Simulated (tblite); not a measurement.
Species: C₄H₆ClFO₂S.
SMILES with atom numbers: `[CH2:1]=[CH:2][CH2:3][C@@H:4]([F:5])[S:6](=[O:7])(=[O:8])[Cl:9]` (hydrogens: H10, H11 on C1; H12 on C2; H13, H14 on C3; H15 on C4)

Geometry (GFN2-xTB, Å), atoms numbered from 1 in this order:
```
atom  x, y, z in Å
C1     2.207   -0.755    0.087
C2     1.158   -0.010    0.378
C3     0.507    0.930   -0.598
C4    -0.762    0.321   -1.152
F5    -0.539   -0.781   -1.902
S6    -1.764   -0.275    0.279
O7    -1.401   -1.589    0.680
O8    -1.839    0.763    1.255
Cl9   -3.603   -0.401   -0.575
H10    2.635   -1.431    0.805
H11    2.678   -0.722   -0.882
H12    0.688   -0.058    1.349
H13    0.234    1.861   -0.099
H14    1.186    1.146   -1.428
H15   -1.389    1.009   -1.724
```

All values are computed: GFN2-xTB (tblite) harmonic vibrations without scaling, gas phase. This tight-binding method is rough: wavenumbers can miss measured ones by several per cent, in bad cases by 10 to 20. One conformer, not necessarily the lowest.

Harmonic wavenumbers (cm⁻¹): 25.3, 54.5, 76.2, 122.8, 175.2, 215.0, 255.2, 269.9, 329.2, 357.0, 415.0, 428.8, 492.8, 535.3, 658.8, 727.7, 880.5, 906.8, 915.9, 1017.9, 1025.3, 1026.7, 1116.8, 1139.1, 1151.1, 1193.4, 1255.8, 1273.3, 1300.2, 1302.4, 1401.4, 1430.7, 1716.8, 2946.8, 2970.3, 2996.7, 3090.1, 3105.0, 3145.8.

A = 2257, B = 847.4, C = 774.5 MHz; mass 171.976 u (most abundant isotopes); point group C1, symmetry number 1.

Task: What is the zero-point energy?

Result: Half the sum of the wavenumbers: 21724 cm⁻¹ = 259.87 kJ/mol.

Task: Entropy at 200 K, 1 bar (ideal gas, RRHO, classical rotation)?

Result: Translation 164.75, rotation 119.55, vibration 94.28: S = 378.6 J/(mol K).

Task: And Cp and H(200 K) − H(0)?

Result: Cp = 122.86 J/(mol K), of which vibrations give 89.60 (their classical limit is 39 R = 324.3); H(200 K) − H(0) = 16.25 kJ/mol without the zero-point energy, 9.60 from vibrations.

Task: How do the functions run with temperature in this model?

Result: 
| T (K) | S (J/(mol K)) | Cp (J/(mol K)) | H − H(0) (kJ/mol) | G − H(0) (kJ/mol) | ln q(vib) |
| --- | --- | --- | --- | --- | --- |
| 150 | 346.0 | 104.3 | 10.57 | -41.33 | 4.10 |
| 250 | 407.9 | 140.4 | 22.84 | -79.14 | 6.99 |
| 298.15 | 434.1 | 156.9 | 30.00 | -99.42 | 8.31 |
| 400 | 484.8 | 189.0 | 47.65 | -146.25 | 11.01 |
| 600 | 570.9 | 235.7 | 90.47 | -252.09 | 15.94 |
| 900 | 675.2 | 277.3 | 168.02 | -439.64 | 22.54 |

q(vib) and H(0) count from the zero-point level.

Task: Which modes carry the vibrational entropy at 200 K?

Result: 25.3 cm⁻¹: 22.49; 54.5 cm⁻¹: 16.15; 76.2 cm⁻¹: 13.42; 122.8 cm⁻¹: 9.61; 175.2 cm⁻¹: 6.92; 215.0 cm⁻¹: 5.47 J/(mol K); the other 33 give 20.22 together.

Task: What must be added to the electronic energy to get the Gibbs energy at 200 K and 1 bar?

Result: ZPE + [H(200 K) − H(0)] − T·S = 259.87 + 16.25 − 75.72 = 200.40 kJ/mol.

Hindered rotation and anharmonicity are outside this model. Other conformers, if any are populated, would add a mixing term that is left out. The structure is chiral; the term R ln 2 for an equal mix with its mirror image is left out.
